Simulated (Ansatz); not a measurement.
`[OH][In]([F])[F]` + `N=C=O` → `O=C=[N][In]([F])[F]` + H₂O at 700 K and 1 bar (ligand exchange at the In–O bond).

Computed with Ansatz on PBE0-D4/def2-TZVP structures; ΔE is electronic, products minus reactants. CCSD(T)/CBS is the MP2 limit (def2-TZVPP, def2-QZVPP) plus CCSD(T) − MP2 in def2-TZVPP, frozen cores. This one scheme is used for every species. def2 core potentials past Kr. For In outer-core shells are correlated without core-valence functions, which leaves a few kJ/mol of doubt a bond. One conformer a species, not always the lowest.

```json
{"species": "`[OH][In]([F])[F]`", "CCSD(T)/CBS energy (Eh)": "-465.24461", "H − E (kJ/mol)": "97.0", "S (J/(mol·K))": "406.9"}
{"species": "`N=C=O`", "CCSD(T)/CBS energy (Eh)": "-168.51995", "H − E (kJ/mol)": "89.3", "S (J/(mol·K))": "283.6"}
{"species": "`O=C=[N][In]([F])[F]`", "CCSD(T)/CBS energy (Eh)": "-557.39754", "H − E (kJ/mol)": "109.0", "S (J/(mol·K))": "472.1"}
{"species": "H₂O", "CCSD(T)/CBS energy (Eh)": "-76.37941", "H − E (kJ/mol)": "80.5", "S (J/(mol·K))": "218.4"}
```

H − E and S are ideal-gas, rigid-rotor, harmonic terms from PBE0-D4/def2-TZVP, for one conformer and one mirror image of each species. 1 Eh = 2625.50 kJ/mol, R = 8.31446 J/(mol·K).

Task: By hand: ΔE, ΔH, ΔS and ΔG.

Result: ΔE = (-557.39754) + (-76.37941) − (-465.24461) − (-168.51995) = -0.01239 Eh = -32.5 kJ/mol. Δ(H − E) = 109.0 + 80.5 − 97.0 − 89.3 = 3.2, so ΔH = -29.3 kJ/mol. ΔS = 472.1 + 218.4 − 406.9 − 283.6 = 0.0 J/(mol·K). ΔG = -29.3 − 700 × (0.0)/1000 = -29.3 kJ/mol.

Task: By hand: the equilibrium constant, and the temperature at which ΔG would vanish if ΔH and ΔS stayed fixed.

Result: log₁₀ K = −ΔG/(RT ln 10) = 2.2. With ΔH or ΔS at zero there is no such temperature.

The number of gas molecules stays the same, so ΔS is small and ΔH decides. A doubt of 5 kJ/mol in ΔE shifts log₁₀ K by 0.4 here. Other conformers and mirror images would add mixing entropy, several J/(mol·K) or more a flexible species. Modes under 60 cm⁻¹, often nearly free rotors, make the harmonic entropy too high. These are equilibria of isolated gas molecules and say nothing of rates. Largest T1 diagnostic: 0.018 (customary marks: 0.02 for closed shells, 0.045 for open ones).

ΔS is within the doubt of such terms, so its sign, and with it that verdict, could turn.
